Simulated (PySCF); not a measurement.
Isomers C₈H₇N:

A. SMILES CC#Cc1ccccn1
B. SMILES C#C/C(C)=C(\C#N)C=C
C. SMILES C1=C(CC#C)C=CN=C1
D. SMILES c1ccn2cccc2c1

Spectrum 1. ¹³C{¹H} NMR (computed): δ 155.4 (CH), 149.0 (C), 141.3 (CH), 133.6 (CH), 126.2 (CH), 96.0 (C), 87.6 (C), 5.7 (CH3).

Spectrum 2. ¹³C{¹H} NMR (computed): δ 156.5 (CH), 152.5 (C), 128.7 (CH), 86.8 (C), 79.9 (CH), 28.6 (CH2).

Spectrum 3. ¹³C{¹H} NMR (computed): δ 137.4 (C), 128.0 (CH), 125.8 (CH), 121.2 (CH), 121.1 (CH), 116.8 (CH), 113.4 (CH), 105.1 (CH).

Spectrum 4. ¹³C{¹H} NMR (computed): δ 139.6 (C), 135.8 (CH), 130.2 (CH2), 127.5 (C), 120.8 (C), 103.5 (CH), 89.6 (C), 21.7 (CH3).

Isolated molecule, no relativistic terms, single conformer, fast rotation and ring inversion assumed for equivalent nuclei. σ from GIAO-PBE0/pcSseg-1; geometry from GFN2-xTB; PySCF.

Chemical shifts δ = σref − σ; TMS for ¹³C, all at this level. Shifts are as computed. Against solution values, carbons near 30 ppm lie about +3 ppm off and those near 130 ppm about +5 ppm. Of 1211 compounds with measured shifts, 218 miss one by over three times the rms of a fit or turn the order of signals round; such compounds aren't used in these exercises.

Question: Match each spectrum to its structure.

Answer: 1–A, 2–C, 3–D, 4–B.

- Spectrum 1 (A): 8 ¹³C signals; δC 155.4 is an aromatic CH next to a ring nitrogen; δC 133.6 is an aromatic CH.
- Spectrum 2 (C): 6 ¹³C signals; δC 156.5 is an aromatic CH next to a ring nitrogen; δC 128.7 is an aromatic CH.
- Spectrum 3 (D): 8 ¹³C signals; δC 137.4 is a ring-fusion aromatic carbon; δC 128.0 is an aromatic CH next to a ring nitrogen.
- Spectrum 4 (B): 8 ¹³C signals; δC 139.6 is a fully substituted alkene carbon; δC 135.8 is an alkene CH.
